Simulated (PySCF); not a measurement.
1-methyl-2-(1-methylpyrrol-2-yl)pyrrole (C₁₀H₁₂N₂), SMILES Cn1cccc1-c1cccn1C. Atoms are numbered in the order given.

```xyz
24

C     -2.0120    -1.5347     0.7258
N     -0.6692    -1.7088     0.2123
C     -0.0476    -2.9266     0.0718
C      1.2224    -2.7197    -0.4333
C      1.3743    -1.3192    -0.6134
C      0.1895    -0.7035    -0.2108
C     -0.1895     0.7035    -0.2108
C     -1.3743     1.3192    -0.6134
C     -1.2224     2.7197    -0.4333
C      0.0476     2.9266     0.0718
N      0.6692     1.7088     0.2123
C      2.0120     1.5347     0.7258
H     -2.0814    -0.5909     1.2823
H     -2.7624    -1.5128    -0.0820
H     -2.2502    -2.3681     1.4015
H     -0.5615    -3.8446     0.3485
H      1.9571    -3.4917    -0.6523
H      2.2401    -0.8058    -1.0245
H     -2.2401     0.8058    -1.0245
H     -1.9571     3.4917    -0.6523
H      0.5615     3.8446     0.3485
H      2.0814     0.5909     1.2823
H      2.2502     2.3681     1.4015
H      2.7624     1.5128    -0.0820
```
Charge 0, spin multiplicity 1.

Geometry optimised at B3LYP-D3(BJ)/def2-SVP. The values are those of a single conformer.

All values below come from PySCF with SMD-B3LYP/6-31G*.

Solvation free energies are E(SMD) − E(gas) at the gas-phase geometry, for 1 M in both phases. In vacuum the dipole moment is 1.43 D.

```
solvent          ΔG(solv) (kcal/mol)  its non-electrostatic (CDS) part  dipole (D)
---------------  -------------------  --------------------------------  ----------
water                           -3.3                               5.1        1.91
dichloromethane                    …                                 …           …
acetone                        -10.6                              -2.7        1.88
```

Q: Some entries are withheld; supply them. (Estimate from the structure and the level; the computed values follow.)

A: 
- dichloromethane, ΔG(solv) (kcal/mol): -11.3
- dichloromethane, its non-electrostatic (CDS) part: -4.4
- dichloromethane, dipole (D): 1.83
